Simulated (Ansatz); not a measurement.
`Cl[SiH](Cl)[GeH3]` + `FCN[SiH3]` → `Cl[SiH2][GeH3]` + `FCN[SiH2]Cl` at 600 K and 1 bar (redistribution).

Program: Ansatz. Geometries: PBE0-D4/def2-TZVP. ΔE: electronic, gas phase. CBS: MP2 limit from def2 TZ/QZ plus the TZ coupled-cluster correction, frozen cores. For Ge outer-core shells are correlated without core-valence functions, which leaves a few kJ/mol of doubt a bond. Scalar relativity is left out up to krypton. Each species was taken in one conformer, which may not be the lowest.

| species | CCSD(T)/CBS energy (Eh) | H − E (kJ/mol) | S (J/(mol·K)) |
| --- | --- | --- | --- |
| `Cl[SiH](Cl)[GeH3]` | -3287.25008 | 153.0 | 454.6 |
| `FCN[SiH3]` | -485.24366 | 243.9 | 395.9 |
| `Cl[SiH2][GeH3]` | -2828.01436 | 162.9 | 414.1 |
| `FCN[SiH2]Cl` | -944.48308 | 234.5 | 441.1 |

H − E and S are ideal-gas, rigid-rotor, harmonic terms from PBE0-D4/def2-TZVP, for one conformer and one mirror image of each species. 1 Eh = 2625.50 kJ/mol, R = 8.31446 J/(mol·K).

Task: By hand: ΔE, ΔH, ΔS and ΔG.

Result: ΔE = (-2828.01436) + (-944.48308) − (-3287.25008) − (-485.24366) = -0.00370 Eh = -9.7 kJ/mol. Δ(H − E) = 162.9 + 234.5 − 153.0 − 243.9 = 0.5, so ΔH = -9.2 kJ/mol. ΔS = 414.1 + 441.1 − 454.6 − 395.9 = 4.7 J/(mol·K). ΔG = -9.2 − 600 × (4.7)/1000 = -12.0 kJ/mol.

Task: By hand: the equilibrium constant, and the temperature at which ΔG would vanish if ΔH and ΔS stayed fixed.

Result: log₁₀ K = −ΔG/(RT ln 10) = 1.0. ΔH and −TΔS have one sign here, so there is no such temperature. One of them is within its doubt of zero, so this could turn.

The number of gas molecules stays the same, so ΔS is small and ΔH decides. A doubt of 5 kJ/mol in ΔE shifts log₁₀ K by 0.4 here. Other conformers and mirror images would add mixing entropy, several J/(mol·K) or more a flexible species. Modes under 60 cm⁻¹, often nearly free rotors, make the harmonic entropy too high. These are equilibria of isolated gas molecules and say nothing of rates. Largest T1 diagnostic: 0.011 (customary marks: 0.02 for closed shells, 0.045 for open ones).
